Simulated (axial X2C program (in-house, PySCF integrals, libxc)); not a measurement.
**Testing model relations on HfS**

A bond curve at the PBE0 level, with spin–orbit coupling, was computed with an in-house relativistic program for diatomic molecules (basis Hf dyall-cv3z [13s14p9d7f4g], S dyall-av3z [9s8p3d2f] (cores contracted in-house)) for the state Ω = 0 (closed shell). Its fit gives Re = 2.1506 Å, ωe = 541.4 cm⁻¹, ωexe = 1.09 cm⁻¹ and αe = 3.761e-04 cm⁻¹; the masses are 179.9465 and 31.9721 u. Two-component means X2C with spin–orbit coupling and atomic mean-field Coulomb and Gaunt terms.

**Question.** Find the reduced mass, Be and the force constant.

**Answer.** From the PBE0 values: μ = 27.1485 u. Be = 16.8576/(μ Re²) = 0.1343 cm⁻¹. k = 5.8918×10⁻⁷ μ ωe² = 4.69 mdyn/Å.

**Question.** Give B0, the J = 1←0 line in GHz and the most populated J at 300 K (kT = 208.5 cm⁻¹).

**Answer.** B0 = Be − αe/2 = 0.1341 cm⁻¹; 2B0 = 8.038 GHz; J(max) ≈ √(kT/2B0) − 1/2 = 27.4, so J = 27.

**Question.** The dipole moment p changes by 4.54 D/Å at Re. What harmonic infrared intensity follows?

**Answer.** I = 42.256 × (dp/dR)²/μ = 32 km/mol.

**Question.** Where do the fundamental and the first overtone lie?

**Answer.** ν(1←0) = ωe − 2ωexe = 539.2 cm⁻¹; ν(2←0) = 2ωe − 6ωexe = 1076.3 cm⁻¹.

**Question.** A Morse curve ties αe to the other constants (Pekeris). How well does that hold?

**Answer.** αe(Morse) = 6Be²/ωe × (√(ωexe/Be) − 1) = 3.694e-04 cm⁻¹; the PBE0 curve gives 3.761e-04 cm⁻¹, a ratio of 0.98.

Occupations by symmetry block were frozen at the best pattern of an incomplete PBE0 search.
